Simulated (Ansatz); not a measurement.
`[MgH][Br]` + H₂S → `[MgH][SH]` + HBr at 600 K and 1 bar (ligand exchange at a Mg–Br bond).

Program: Ansatz. Geometries: PBE0-D4/def2-TZVP. ΔE: electronic, gas phase. CCSD(T)/CBS adds triple-zeta CCSD(T) − MP2 to the extrapolated MP2 energy (def2 sets, frozen cores). This one scheme is used for every species. For Br, Mg outer-core shells are correlated without core-valence functions, which leaves a few kJ/mol of doubt a bond. Scalar relativity is left out up to krypton.

| species | CCSD(T)/CBS energy (Eh) | H − E (kJ/mol) | S (J/(mol·K)) |
| --- | --- | --- | --- |
| `[MgH][Br]` | -2773.87245 | 43.6 | 288.0 |
| H₂S | -398.97279 | 60.8 | 230.9 |
| `[MgH][SH]` | -598.89578 | 67.9 | 309.0 |
| HBr | -2573.91920 | 33.5 | 219.1 |

H − E and S are ideal-gas, rigid-rotor, harmonic terms from PBE0-D4/def2-TZVP. 1 Eh = 2625.50 kJ/mol, R = 8.31446 J/(mol·K).

Problem. By hand: ΔE, ΔH, ΔS and ΔG.

Solution. ΔE = (-598.89578) + (-2573.91920) − (-2773.87245) − (-398.97279) = 0.03026 Eh = 79.4 kJ/mol. Δ(H − E) = 67.9 + 33.5 − 43.6 − 60.8 = -3.0, so ΔH = 76.4 kJ/mol. ΔS = 309.0 + 219.1 − 288.0 − 230.9 = 9.2 J/(mol·K). ΔG = 76.4 − 600 × (9.2)/1000 = 70.9 kJ/mol.

Problem. By hand: the equilibrium constant, and the temperature at which ΔG would vanish if ΔH and ΔS stayed fixed.

Solution. log₁₀ K = −ΔG/(RT ln 10) = -6.2. ΔG = 0 at ΔH/ΔS = 8304 K, far beyond where these terms or the molecules hold.

The number of gas molecules stays the same, so ΔS is small and ΔH decides. A doubt of 5 kJ/mol in ΔE shifts log₁₀ K by 0.4 here. These are equilibria of isolated gas molecules and say nothing of rates. Largest T1 diagnostic: 0.009 (customary marks: 0.02 for closed shells, 0.045 for open ones).
